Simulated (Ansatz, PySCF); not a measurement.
System: CH5GeO, net charge 0, doublet state. SMILES: [CH2][O][GeH3]
Coordinates optimised at B3LYP-D3(BJ)/def2-TZVP (Ansatz, a quantum-chemistry and plane-wave program):
```xyz
8

C     -2.0513     0.0176     0.2377
O     -0.8694    -0.5840     0.5121
Ge     0.6611     0.0998    -0.1635
H     -2.0780     1.0898     0.0690
H     -2.9245    -0.5063     0.6010
H      0.6808     1.6046     0.1598
H      1.7623    -0.6773     0.5614
H      0.6675    -0.1386    -1.6819
```
Charge 0, spin multiplicity 2.

Unscaled harmonic wavenumbers (cm⁻¹) in rising order, each level at the stationary point that it reaches from this structure (no distance between atoms moves by over 0.3 Å); the order of modes can differ between levels, and a negative number is imaginary. B3LYP-D3(BJ)/def2-TZVP (PySCF, at the structure above): 101, 184, 238, 522, 598, 619, 650, 848, 861, 875, 1179, 1246, 1492, 2135, 2145, 2185, 3092, 3230.

HF/6-31G* with LANL2DZ past Ar (Ansatz): 118, 172, 248, 637, 686, 702, 848, 951, 957, 976, 1284, 1332, 1629, 2203, 2220, 2248, 3263, 3397. Zero-point energy 34.1 against 31.7 kcal/mol; where all levels lie over 400 cm⁻¹, the wavenumbers are on average 1.107 times those of B3LYP-D3(BJ)/def2-TZVP.

B3LYP/6-31G* with LANL2DZ past Ar (Ansatz): 122, 194, 239, 578, 617, 643, 663, 863, 868, 893, 1190, 1250, 1511, 2091, 2101, 2140, 3096, 3236. Zero-point energy 31.9 against 31.7 kcal/mol; where all levels lie over 400 cm⁻¹, the wavenumbers are on average 1.014 times those of B3LYP-D3(BJ)/def2-TZVP.
